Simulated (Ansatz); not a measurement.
The first iterations of a band of AsH3OS (6 atoms, charge 0, multiplicity 1).

Method: RKS B3LYP/def2-TZVP in Ansatz.

- movable images: 5
- climbing image: yes
- spring: 5.0 eV/Å²
- optimiser: quadratic models (default)
- start path: through a guess of the saddle point
- force threshold: 0.05 eV/Å
- iteration limit: 60
- end points: relaxed

Initial state:

```xyz
6
Properties=species:S:1:pos:R:3
S -1.086 -1.094 -1.046
O -0.521 -0.458 0.383
As 0.747 0.877 0.214
H -2.072 -0.203 -1.303
H 1.953 -0.053 0.025
H 0.979 0.930 1.727
```

Final state:

```xyz
6
Properties=species:S:1:pos:R:3
S -0.957 -0.857 -1.101
O -0.396 -0.964 0.463
As 0.963 0.092 1.085
H -1.789 0.199 -0.949
H 1.824 0.084 -0.184
H 0.355 1.445 0.686
```

| iteration | highest image above the first end (eV) | largest band force component (eV/Å) |
| --- | --- | --- |
| 1 | 3.241 | 6.077 |
| 2 | 2.573 | 2.172 |
| 3 | 2.413 | 0.898 |
| 4 | 2.276 | 1.696 |

Task: Does the band converge within its limit, and where does its top end?

Result: The forces met the threshold. It ended after 12 iterations with the highest image 2.414 eV above the first end. Neighbouring images differ by up to 2.0 eV, so the band resolves the path poorly. A vibrational analysis at the climbing image gives one clearly imaginary mode, 1245i cm⁻¹: a first-order saddle point.

Run time: 2.7 min on 2 threads of Intel(R) Xeon(R) Platinum 8488C (Sapphire Rapids), with other jobs on the host, peak memory 0.32 GiB.
